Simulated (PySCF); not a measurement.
C2H7NOSi2, SMILES [SiH3]C1=NC[SiH2]O1.

Geometry: PBE0-D3(BJ)/def2-SVP. The structure was generated by enumeration, and PubChem lists no compound with its InChIKey, so it may never have been made. Other conformers were not sampled.

All values below come from PBE/def2-TZVP run with PySCF.

Symmetry labels are those of the subgroup Cs that the program uses (full group Cs).

Computed valence orbital energies around the gap with their symmetry:
```csv
orbital,symmetry,energy (eV)
HOMO−7,A",-9.79
HOMO−6,A",-8.79
HOMO−5,A',-8.54
HOMO−4,A',-8.30
HOMO−3,A",-8.29
HOMO−2,A',-7.96
HOMO−1,A",-6.46
HOMO,A',-6.10
LUMO,A",-1.40
LUMO+1,A',-1.00
LUMO+2,A',-0.14
LUMO+3,A',0.19
```
